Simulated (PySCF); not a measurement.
What the settings do

Molecule: 5-hexyn-2-one (C#CCCC(C)=O, C₆H₈O); geometry GFN2-xTB.

Cartesian coordinates in Å; atom numbers follow the order of the lines, from 1:
```xyz
15

C     3.3010    1.2036    0.2117
C     2.4026    0.4157    0.2727
C     1.2965   -0.5155    0.3398
C    -0.0443    0.2031    0.1666
C    -1.2161   -0.7540    0.2345
C    -2.5638   -0.0940    0.0703
O    -1.0858   -1.9387    0.4041
H     4.0995    1.8818    0.1608
H     1.3128   -1.0312    1.3036
H     1.4094   -1.2705   -0.4428
H    -0.0718    0.7203   -0.7956
H    -0.1681    0.9623    0.9429
H    -2.6134    0.4124   -0.8913
H    -3.3539   -0.8380    0.1292
H    -2.7089    0.6505    0.8500
```

All runs: PySCF 2.14.0 with density-fitted response routines, non-relativistic, gas phase unless a solvent (IEF-PCM) is named; grid level 2, GIAOs and SCF threshold 1e-9 unless changed. The yardstick, B3LYP/pcJ-1 (without the spin–dipole term), gives these couplings (Hz, equivalent pairs averaged; isotopes ¹³C, ¹H): ¹J(C1,H8) 261.8, ¹J(C6,H13) 133.2, ¹J(C2,C3) 73.1, ²J(C4,C6) 17.2, ²J(C5,H13) -5.3, ²J(C5,H11) -4.3, ³J(C2,C5) 6.6.

(1) What do these inputs give? (1) revPBE/6-311+G(2d,p); conv 1e-08; (2) LDA/aug-cc-pVDZ; (3) PBE0/pcseg-1; guess vsap; conv 1e-06

(2) Comment on the technical settings.

## Answers

(1) 
| run | outcome | functions | wall time | ¹J(C1,H8) | ¹J(C6,H13) | ¹J(C2,C3) | ²J(C4,C6) | ²J(C5,H13) | ²J(C5,H11) | ³J(C2,C5) |
| --- | --- | --- | --- | --- | --- | --- | --- | --- | --- | --- |
| 1 | converged | 237 | 21 s | 226.7 | 111.7 | 61.9 | 17.2 | -5.0 | -3.9 | 6.4 |
| 2 | converged | 233 | 21 s | 256.8 | 125.2 | 133.1 | 10.9 | -3.3 | -2.9 | 5.9 |
| 3 | converged | 138 | 9.1 s | 231.9 | 136.9 | 83.0 | 14.8 | -4.5 | -4.1 | 6.2 |

Times are on 1 thread of an AMD EPYC 9R45 96-Core, shared host.

(2) 
- Run 3: The functional and orbital basis differ from the yardstick's, which in itself moves the values. A loose SCF threshold (1e-06) leaves errors in the orbitals that response properties inherit. The starting guess changes the path of the SCF (11 cycles), not the solution, provided the same state is reached.

Bases without tight s functions (all but pcJ-n, the -J sets and IGLO) misjudge the contact term, by up to a factor of two.
